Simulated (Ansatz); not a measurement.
Geometry optimisation, RKS PBE/def2-mTZVP (Ansatz).

Input file:

```yaml
crystal:
  periodic: [false, false, false]
  atoms:
    - { symbol: In, position_ang: [1.098351, 0.269492, -0.934239] }
    - { symbol: Cl, position_ang: [-1.097059, -0.555063, -1.612579] }
    - { symbol: H, position_ang: [0.156616, 0.12073, 0.605834] }
    - { symbol: Cl, position_ang: [-0.157808, 0.164841, 1.940984] }
basis:
  gaussian: { orbitals: def2-mTZVP }
hamiltonian:
  xc: pbe
relax:
  f_tol: 0.03
  max_steps: 50
output:
  orbitals: {}
```

Launched with:

```bash
$ ansatz run input.yaml --threads 2 --pin off --max-ram 3072MiB --backend cpu --events-out ev --progress --plain --runs-dir out
```

Question: Where does it end, and by what steps?

Answer: The run converged. After 12 steps the energy has fallen by 1.106 eV; H3 moved furthest, 0.80 Å. Parted: In1–H3.

```csv
step,energy less start (eV),largest force component (eV/Å),accepted
0,0.0000,2.186,yes
1,-0.4961,1.325,yes
2,-0.6958,1.022,yes
3,-0.8347,0.558,yes
4,-0.9215,0.972,yes
5,-1.0047,0.299,yes
6,-1.0261,0.206,yes
7,-1.0404,0.056,yes
8,-1.0608,0.170,yes
9,-1.0863,0.177,yes
10,-1.0999,0.102,yes
11,-1.1046,0.094,yes
12,-1.1058,0.029,yes
```

```xyz
4
Properties=species:S:1:pos:R:3
In 1.413 0.348 -1.189
Cl -1.019 -0.488 -1.247
H -0.596 -0.125 0.700
Cl 0.203 0.264 1.736
```

Whether the end is a true minimum wasn't checked by a vibrational analysis.

Run time: 16 s on 2 threads of Arm Neoverse V1 (shared host), peak memory 0.15 GiB.
